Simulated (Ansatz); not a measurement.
GeH₂. Total charge 0; singlet. Geometry r2SCAN-D4/def2-TZVP.

```xyz
3

Ge    0.703    0.129    0.223
H     0.019   -0.288   -1.152
H    -0.722    0.159    0.930
```

HSE06 is defined as in plane-wave codes, on full-range PBE exchange. At HF/def2-TZVP the restricted singlet is unstable: a solution with broken spin symmetry lies lower.

(1) Estimate the orbital energies around the gap (eV) in Ansatz with HF/def2-TZVP, PBE0-D4/def2-SVP, PBE0-D4/def2-TZVP, PBE0-D4/def2-TZVPD, HSE06-D4/def2-TZVP.

Answers

(1) 
| orbital | HF/def2-TZVP | PBE0-D4/def2-SVP | PBE0-D4/def2-TZVP | PBE0-D4/def2-TZVPD | HSE06-D4/def2-TZVP |
| --- | --- | --- | --- | --- | --- |
| HOMO−13 | -1258.03 | -1208.19 | -1208.24 | -1208.27 | -1207.88 |
| HOMO−12 | -1258.02 | -1208.17 | -1208.21 | -1208.25 | -1207.86 |
| HOMO−11 | -195.61 | -171.15 | -171.12 | -171.14 | -170.67 |
| HOMO−10 | -140.58 | -121.22 | -121.13 | -121.15 | -120.71 |
| HOMO−9 | -140.39 | -120.88 | -120.79 | -120.81 | -120.37 |
| HOMO−8 | -140.32 | -120.79 | -120.71 | -120.73 | -120.29 |
| HOMO−7 | -44.66 | -33.95 | -33.88 | -33.90 | -33.48 |
| HOMO−6 | -44.56 | -33.86 | -33.79 | -33.81 | -33.39 |
| HOMO−5 | -44.48 | -33.79 | -33.72 | -33.74 | -33.31 |
| HOMO−4 | -44.32 | -33.58 | -33.50 | -33.52 | -33.10 |
| HOMO−3 | -44.21 | -33.51 | -33.43 | -33.45 | -33.03 |
| HOMO−2 | -18.34 | -14.44 | -14.46 | -14.47 | -14.03 |
| HOMO−1 | -11.88 | -8.80 | -8.82 | -8.83 | -8.42 |
| HOMO | -9.21 | -6.87 | -6.91 | -6.92 | -6.51 |
| LUMO | 0.19 | -3.02 | -3.03 | -3.04 | -3.40 |
| LUMO+1 | 3.97 | 1.18 | 1.08 | 0.52 | 0.70 |
| LUMO+2 | 4.54 | 2.30 | 1.64 | 0.83 | 1.27 |
| LUMO+3 | 7.58 | 4.72 | 4.74 | 2.08 | 4.36 |
| LUMO+4 | 8.30 | 8.52 | 5.16 | 2.50 | 4.78 |
| LUMO+5 | 8.35 | 8.97 | 5.29 | 2.54 | 4.91 |
